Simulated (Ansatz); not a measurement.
## What each rung costs, and what it gives

Saddle point of SiH$_{4}$SO$_{3}$, closed shell (SiH₄SO₃ ([OH][Si]([OH])([OH])[SH]) → SiH₂SO₂ ([OH][Si]([OH])[S]) + H₂O (still joined by a long Si–O bond); bonds formed: O2–H4; bonds broken: S3–H4; bonds weakened to dative contacts: Si1–O2), PBE0-D4/def2-TZVP structure:

| atom | x (Å) | y (Å) | z (Å) |
| --- | --- | --- | --- |
| Si1 | -0.2846 | -0.1346 | -0.1830 |
| O2 | 1.0089 | 0.1064 | 1.0456 |
| S3 | -0.9513 | -1.7404 | 0.8542 |
| H4 | 0.4932 | -0.8764 | 1.4243 |
| O5 | -1.1613 | 1.2322 | -0.3173 |
| O6 | 0.5684 | -0.2400 | -1.5669 |
| H7 | 1.9109 | -0.0178 | 0.7217 |
| H8 | -1.9007 | 1.3063 | 0.2898 |
| H9 | 0.3163 | 0.3641 | -2.2682 |

Barriers are electronic and count from the start structure reached by relaxing down the imaginary mode.

Program: Ansatz 0.2.0. Basis: as named in each row. Cores are frozen in the correlated methods. B3LYP uses VWN-RPA correlation. Extrapolation: Hartree–Fock as exp(−7.88 √X), correlation as X^−2.97.

Times are rough, for one single point on 4 threads of a shared host (Arm Neoverse V2).

The estimate by CCSD(T) at an estimated basis limit (MP2 extrapolated from triple and quadruple zeta, plus CCSD(T) − MP2 in triple zeta) is 37.06 kcal/mol.

```tsv
method	basis	time (s)	barrier (kcal/mol)	method less estimate
HF	STO-3G	under 1	60.09	23.03
PBE-D4	STO-3G	under 1	22.73	-14.33
SPW92	def2-SVP	under 1	22.10	-14.96
PBE-D4	def2-SVP	under 1	26.80	-10.26
B3LYP-D4	6-31G	under 1	29.41	-7.65
PBE0-D4	def2-SVP	under 1	30.83	-6.23
SPW92	def2-TZVPP	1	26.04	-11.02
PBE-D4	def2-TZVPP	2	30.32	-6.74
BLYP-D4	def2-TZVPP	2	34.40	-2.66
BHLYP-D4	def2-TZVPP	2	41.02	3.96
B3LYP-D4	def2-TZVPP	2	36.80	-0.26
PBE0-D4	def2-TZVPP	2	33.82	-3.24
CAM-B3LYP-D4	def2-TZVPP	2	37.79	0.73
CCSD(T)	def2-SVP	3	37.19	0.13
r2SCAN-D4	def2-TZVPP	3	33.41	-3.65
wB97M-V	def2-SVP	4	32.70	-4.36
RPA on PBE	def2-TZVPP	4	37.90	0.84
r2SCAN0-D4	def2-TZVPP	4	35.60	-1.46
PBE-QIDH	def2-TZVPP	4	35.89	-1.17
B2PLYP	def2-TZVPP	4	36.75	-0.31
B97M-V	def2-TZVPP	6	35.87	-1.19
wB97X-V	def2-TZVPP	6	37.40	0.34
wB97M-V	def2-TZVPP	6	36.07	-0.99
MP2	def2-QZVPP	14	35.14	-1.92
CCSD(T)	def2-TZVPP	97	37.70	0.64
```

All methods are single points on the PBE0-D4 structures.

The T1 diagnostic stays at or below 0.013.

Labels in which every atom is bracketed show which atoms are joined, not bond orders.
